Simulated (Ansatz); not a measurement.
C8H10, charge +1, doublet (typed; the unrestricted solution is spin-contaminated), geometry from GFN2-xTB (a state made from the parent by changing its charge; the spin is typed, not shown lowest). Base run: HF/STO-3G run with Ansatz (a first-principles code).

The Ansatz input:
Ansatz 0.2 input:
```yaml
crystal:
  periodic: [false, false, false]
  atoms:
    - {symbol: C, position_ang: [2.87152259, 0.08691800, 0.06861747]}
    - {symbol: C, position_ang: [1.40886627, 0.03683026, 0.03083825]}
    - {symbol: C, position_ang: [0.68936858, 0.64764773, -1.02759803]}
    - {symbol: C, position_ang: [-0.67673347, 0.60401654, -1.06217740]}
    - {symbol: C, position_ang: [-1.40810404, -0.05301411, -0.04054810]}
    - {symbol: C, position_ang: [-2.87102768, -0.09742603, -0.07492200]}
    - {symbol: C, position_ang: [-0.68927522, -0.64962981, 1.02640884]}
    - {symbol: C, position_ang: [0.67682938, -0.60605282, 1.06095569]}
    - {symbol: H, position_ang: [3.30384832, 0.15376583, -0.92919971]}
    - {symbol: H, position_ang: [3.18606950, 0.99930938, 0.59353149]}
    - {symbol: H, position_ang: [3.29593890, -0.74517196, 0.62867350]}
    - {symbol: H, position_ang: [1.23781155, 1.14700027, -1.81230013]}
    - {symbol: H, position_ang: [-1.21556280, 1.06864478, -1.87437444]}
    - {symbol: H, position_ang: [-3.26516991, -0.97499527, 0.43648531]}
    - {symbol: H, position_ang: [-3.26942085, 0.77042684, 0.46826010]}
    - {symbol: H, position_ang: [-3.25975785, -0.02303305, -1.08957474]}
    - {symbol: H, position_ang: [-1.23790648, -1.14498458, 1.81350949]}
    - {symbol: H, position_ang: [1.21547125, -1.06670083, 1.87554076]}
basis:
  gaussian:
    orbitals: STO-3G
hamiltonian:
  xc: hf
total_charge: 1
magnetization: {spin_polarized: true, initial_magnetization: 1}
```

The base run was repeated with changes; each row names its change, and settings that it needs were set with it.

```csv
change,ΔE vs base (mEh),outcome
base,0.000,converged
lower_state_search = full,0.000,converged
lower_state_search = light,0.000,converged
nuclear_model = gaussian,0.017,converged
forces = on,0.000,converged
"point_charge = charge:0.5 position_ang:-5.9858, -2.3404, -0.3288",40.792,converged
"point_charge = charge:-1.0 position_ang:4.3222, 0.514, 4.7499",-87.883,converged
fitting.mean_field = cc-pVTZ-JKFIT,0.014,converged
lower_state_search = off,0.293,another SCF solution
accuracy = high,-0.051,converged
fitting.mean_field = def2-universal-JKFIT,-0.991,converged
```

A guess, shift, damping, solver or small numerical setting can't move a converged solution much, so rows marked as another SCF solution ended in a different state.

Ansatz warned in this series: the state or the total is in doubt.
